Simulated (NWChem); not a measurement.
System: InICl$_{2}$; SMILES [Cl][In]([I])[Cl]

Input file for NWChem:

```
start job
memory heap 200 mb stack 900 mb global 1100 mb
geometry units angstroms noautoz
  In     0.000000     0.000000     0.711371
  Cl     0.000000    -1.986713     1.926906
  Cl     0.000000     1.986713     1.926906
  I      0.000000     0.000000    -1.925966
end
basis spherical
  * library def2-svp
end
ecp
  In library def2-ecp
  I library def2-ecp
end
dft
  xc r2scan0
  iterations 150
  mulliken
end
task dft energy
```

Geometry: optimised at PBE0/def2-SVP. def2 effective core potentials on In, I; no spin-orbit coupling.

Predict the main results of this run. (r2SCAN0/def2-SVP with def2 effective core potentials on In, I.) Quantities: energy (Ha); highest occupied level (eV); orbital gap (eV); dipole (D).


| Quantity | Value |
|---|---|
| energy (Ha) | -1408.17 |
| highest occupied level (eV) | -8.48 |
| orbital gap (eV) | 5.48 |
| dipole (D) | 1.24 |
